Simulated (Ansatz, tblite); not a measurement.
Cost and result up the ladder for the cluster ZnCu₃ (4 atoms). The state is a doublet with charge 0. Geometry: B3LYP-D4/def2-SVP.

Cartesian coordinates in Å:
```
Cu 0.7872 -0.6610 0.6737
Cu -0.8298 0.6329 -0.6490
Cu -1.5242 -0.9905 0.8942
Zn 1.5668 1.0186 -0.9189
```

Ansatz on 4 threads of Intel Xeon on a shared host; xTB runs through tblite on one thread. Times are rough, summed over both states, and most runs start from the orbitals of an earlier one. PBE0-D4/def2-TZVP serves as the yardstick here, not as an exact answer. The other state is a singlet, and no other spin of it was run.

The xTB rows come from tblite. The structure comes from a short search, and lower isomers may exist.

Raw xTB energies of ions are shifted by several eV, and xTB has no spin-polarisation term.

```tsv
level	functions	vertical IE (eV)	difference from PBE0-D4/def2-TZVP (eV)
GFN1-xTB	31	12.41	6.39
PBE0-D4/def2-TZVP (with forces)	183	6.03	0.00
PBE-D4/def2-TZVP (with forces)	183	6.33	0.31
GFN2-xTB	31	8.67	2.65
r2SCAN-D4/def2-TZVP	183	6.30	0.27
```

**Question.** Estimate how long each takes.

**Answer.** GFN2-xTB 0.012 s; GFN1-xTB 0.024 s; PBE-D4/def2-TZVP (with forces) 11 s; r2SCAN-D4/def2-TZVP 18 s; PBE0-D4/def2-TZVP (with forces) 22 s. On shared hardware such times vary by a factor of up to 3.
